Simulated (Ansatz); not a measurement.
Basis-set extrapolation for `N[SiH](F)BCl` (PBE0-D4/def2-TZVP geometry, frozen core, Ansatz 0.2.0). Multiplicity 1, RHF reference.

```json
{"": "HF", "def2-TZVPP": "-929.564267", "def2-QZVPP": "-929.594965"}
{"": "MP2 correlation", "def2-TZVPP": "-0.865587", "def2-QZVPP": "-0.941252"}
{"": "CCSD(T) correlation", "def2-TZVPP": "-0.943265", "def2-QZVPP": "not run"}
```

Energies in hartree. Use E(X) = E(∞) + A·exp(−7.88·√X) for Hartree–Fock and E(X) = E(∞) + B·X^(−2.97) for correlation, with X = 3 and 4, and add CCSD(T) minus MP2 of the smaller set to the MP2 limit.

What is the CCSD(T) energy at the basis-set limit?

HF limit: -929.594965 + (-0.030698) × 0.13774 = -929.59919. MP2 limit: -0.941252 + (-0.075665) × 0.74074 = -0.99730. Higher-order term: -0.943265 − (-0.865587) = -0.07768. Total: -930.67417 hartree, 437.5 kJ/mol below CCSD(T)/def2-TZVPP.
